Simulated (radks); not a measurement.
Q: The mean radii <r> (bohr) of the occupied orbitals of an atom or ion are listed with their occupations. Calculated with a radial shooting solver on a logarithmic mesh with Libxc functionals: non-relativistic Kohn-Sham, r2SCAN, spin-polarised, spherical densities, point nucleus; meta-GGA in the generalised Kohn-Sham scheme.

orbital  occ.      <r>
1s down     1  0.06706
1s up       1  0.06706
2s up       1   0.3104
2s down     1   0.3099
2p up       3   0.2751
2p down     3   0.2745
3s up       1   0.9633
3s down     1   0.9653
3p up       3    1.033
3p down     3    1.034
3d up       4    1.567
4p up       1    4.887

Name the element and its charge. Open shells, if any, are filled with parallel spins first.

A: Z = 23, vanadium, charge 0: V in [Ar] 3d4 4p1. The 1s radius gives Z: for a bare nucleus <r> = 1.5/Z, 0.06522 bohr for Z = 23, and screening makes it slightly larger (0.06706 here). The occupations add up to 23, and the charge is Z minus that.
